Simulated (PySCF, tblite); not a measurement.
Species: C₆H₈O₂S (charge +1 and doublet state).
Cartesian coordinates in Å at the GFN2-xTB level; atoms count from 1:
```xyz
17
C6H8O2S angstrom
C     -3.4689   -0.2445   -0.6874
C     -2.3798    0.6011   -0.1009
O     -2.5614    1.6539    0.4439
C     -1.0183    0.0164   -0.2529
C      0.0445    0.6623    0.2279
O      1.2923    0.1456    0.0989
C      2.3731    0.7810    0.4964
C      3.6314    0.0191    0.3071
S      2.3964    2.2916    1.1631
H     -3.2758   -0.4015   -1.7478
H     -3.4730   -1.2176   -0.1974
H     -4.4304    0.2443   -0.5513
H     -0.9305   -0.9307   -0.7618
H     -0.0389    1.6192    0.7391
H      3.7425   -0.6998    1.1232
H      4.5001    0.6720    0.3111
H      3.5896   -0.5509   -0.6208
```

Jobs on this species (17 atoms, 75 electrons) with PySCF (density fitting) and tblite. Hardware of each: one thread of an Arm Neoverse N1, no GPU (shared host). The host was shared with other jobs, so the times are rough.

```
                                                        level and settings                                                               work  basis functions  SCF cycles  wall time
UKS B3LYP, pcH-1 on C H O S, non-relativistic, mean-field spin-orbit, GIAO  unrestricted SCF, g, hyperfine, density and orbital grids written              315           ?          ?
                                                                  GFN2-xTB                                                  L-BFGS relaxation                –           –      1.5 s
                                                                  GFN2-xTB                                      Hessian by finite differences                –           –      1.1 s
```

Q: Fill in the missing figures.

A: 
- UKS B3LYP, pcH-1 on C H O S, non-relativistic, mean-field spin-orbit, GIAO; unrestricted SCF, g, hyperfine, density and orbital grids written: 3.3 min, 24 SCF cycles

Q: What do all jobs in the table cost together?

A: About 3.3 min; the longest takes about 99 % of that, and about 180 times as long as the shortest.
